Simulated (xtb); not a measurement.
xtb input (GFN1-xTB):

```bash
xtb mol.xyz --gfn 1 --sp --chrg 0 --uhf 0
```
mol.xyz:
```
19

Si    -0.09157938    -0.35691874     0.01448109
C     -0.04126805    -0.48723226     1.87906469
C     -1.16399499    -1.67588052    -0.73887972
O      1.40220069    -0.53551766    -0.63871851
C      2.48924007     0.34594353    -0.41607871
O     -0.60132780     1.15525045    -0.41250582
C     -1.77567875     1.78738733     0.05256353
H      0.58263264     0.29492718     2.31745150
H     -1.03967073    -0.39542413     2.31365201
H      0.36389775    -1.45340898     2.18755599
H     -0.80175125    -2.67203477    -0.47690862
H     -2.19549985    -1.59380145    -0.38782911
H     -1.16778604    -1.59143017    -1.82695149
H      3.32687197     0.01310768    -1.02922044
H      2.23019711     1.37016051    -0.69612660
H      2.80215713     0.33562576     0.63313119
H     -1.83404745     2.77838791    -0.39858882
H     -2.67394091     1.22799011    -0.23048764
H     -1.76772165     1.90359161     1.14136267
```

End of the output:

```
         :::::::::::::::::::::::::::::::::::::::::::::::::::::
         ::                     SUMMARY                     ::
         :::::::::::::::::::::::::::::::::::::::::::::::::::::
         :: total energy             -26.310966380659 Eh    ::
         :: gradient norm              0.043518361682 Eh/a0 ::
         :: HOMO-LUMO gap              7.247759200302 eV    ::
         ::.................................................::
         :: SCC energy               -26.572170292216 Eh    ::
         :: -> electrostatic           0.070339094276 Eh    ::
         :: repulsion energy           0.268571510725 Eh    ::
         :: dispersion energy         -0.007367599168 Eh    ::
         :: halogen bond corr.         0.000000000000 Eh    ::
         :: add. restraining           0.000000000000 Eh    ::
         :: total charge               0.000000000000 e     ::
         :::::::::::::::::::::::::::::::::::::::::::::::::::::

           -------------------------------------------------
          |                Property Printout                |
           -------------------------------------------------

    * Orbital Energies and Occupations

         #    Occupation            Energy/Eh            Energy/eV
      -------------------------------------------------------------
         1        2.0000           -0.7603261             -20.6895
       ...           ...                  ...                  ...
        10        2.0000           -0.5700984             -15.5132
        11        2.0000           -0.5619836             -15.2924
        12        2.0000           -0.5525526             -15.0357
        13        2.0000           -0.5010137             -13.6333
        14        2.0000           -0.4965986             -13.5131
        15        2.0000           -0.4941549             -13.4466
        16        2.0000           -0.4900946             -13.3362
        17        2.0000           -0.4885806             -13.2950
        18        2.0000           -0.4691348             -12.7658
        19        2.0000           -0.4644063             -12.6371
        20        2.0000           -0.4622353             -12.5781
        21        2.0000           -0.4477250             -12.1832
        22        2.0000           -0.4114689             -11.1966 (HOMO)
        23                         -0.1451187              -3.9489 (LUMO)
        24                         -0.1346057              -3.6628
        25                         -0.1233578              -3.3567
        26                         -0.1099091              -2.9908
        27                         -0.0943082              -2.5663
        28                         -0.0848803              -2.3097
        29                         -0.0723481              -1.9687
        30                         -0.0613370              -1.6691
        31                         -0.0568343              -1.5465
        32                         -0.0554328              -1.5084
        33                         -0.0369479              -1.0054
       ...                                ...                  ...
        57                          1.3150688              35.7848
      -------------------------------------------------------------
                  HL-Gap            0.2663502 Eh            7.2478 eV
             Fermi-level           -0.2782938 Eh           -7.5728 eV

  Mulliken/CM5 charges         n(s)   n(p)   n(d)
     1Si    0.48252  0.35471   1.028  1.495  0.994
     2C    -0.17991 -0.28627   0.994  3.186  0.000
     3C    -0.16663 -0.27159   0.989  3.177  0.000
     4O    -0.41753 -0.47861   1.639  4.778  0.000
     5C     0.18348  0.06749   0.965  2.852  0.000
     6O    -0.42500 -0.48773   1.642  4.783  0.000
     7C     0.17895  0.06283   0.964  2.857  0.000
     8H     0.03946  0.09549   0.961  0.000  0.000
     9H     0.03025  0.08566   0.970  0.000  0.000
    10H     0.03714  0.09266   0.963  0.000  0.000
    11H     0.03871  0.09446   0.961  0.000  0.000
    12H     0.03079  0.08634   0.969  0.000  0.000
    13H     0.04942  0.10596   0.951  0.000  0.000
    14H     0.01744  0.07730   0.983  0.000  0.000
    15H     0.02937  0.09089   0.971  0.000  0.000
    16H     0.01671  0.07648   0.983  0.000  0.000
    17H     0.01972  0.07951   0.980  0.000  0.000
    18H     0.01806  0.07760   0.982  0.000  0.000
    19H     0.01704  0.07683   0.983  0.000  0.000

Wiberg/Mayer (AO) data.
largest (>0.10) Wiberg bond orders for each atom

 ---------------------------------------------------------------------------
     #   Z sym  total        # sym  WBO       # sym  WBO       # sym  WBO
 ---------------------------------------------------------------------------
     1  14 Si   4.886 --     4 O    1.287     6 O    1.257     3 C    1.030
                             2 C    1.012
     2   6 C    3.952 --     1 Si   1.012     9 H    0.954    10 H    0.953
                             8 H    0.949
     3   6 C    3.957 --     1 Si   1.030    11 H    0.951    12 H    0.950
                            13 H    0.944
     4   8 O    2.307 --     1 Si   1.287     5 C    0.915
     5   6 C    3.913 --    14 H    0.987    16 H    0.986    15 H    0.985
                             4 O    0.915
     6   8 O    2.296 --     1 Si   1.257     7 C    0.929
     7   6 C    3.919 --    18 H    0.986    17 H    0.986    19 H    0.986
                             6 O    0.929
     8   1 H    1.000 --     2 C    0.949
     9   1 H    1.002 --     2 C    0.954
    10   1 H    1.001 --     2 C    0.953
    11   1 H    1.001 --     3 C    0.951
    12   1 H    1.001 --     3 C    0.950
    13   1 H    1.000 --     3 C    0.944
    14   1 H    1.019 --     5 C    0.987
    15   1 H    1.010 --     5 C    0.985
    16   1 H    1.010 --     5 C    0.986
    17   1 H    1.019 --     7 C    0.986
    18   1 H    1.010 --     7 C    0.986
    19   1 H    1.010 --     7 C    0.986
 ---------------------------------------------------------------------------

Topologies differ in total number of bonds
Writing topology from bond orders to xtbtopo.mol

 dipole moment from electron density (au)
     X       Y       Z
  -0.3922   0.3834   0.7337  total (Debye):    2.328

           -------------------------------------------------
          | TOTAL ENERGY              -26.310966380659 Eh   |
          | GRADIENT NORM               0.043518361682 Eh/α |
          | HOMO-LUMO GAP               7.247759200302 eV   |
           -------------------------------------------------
Note: The following floating-point exceptions are signalling: IEEE_DENORMAL
normal termination of xtb

------------------------------------------------------------------------
------------------------------------------------------------------------
 total:
 SCF:
```
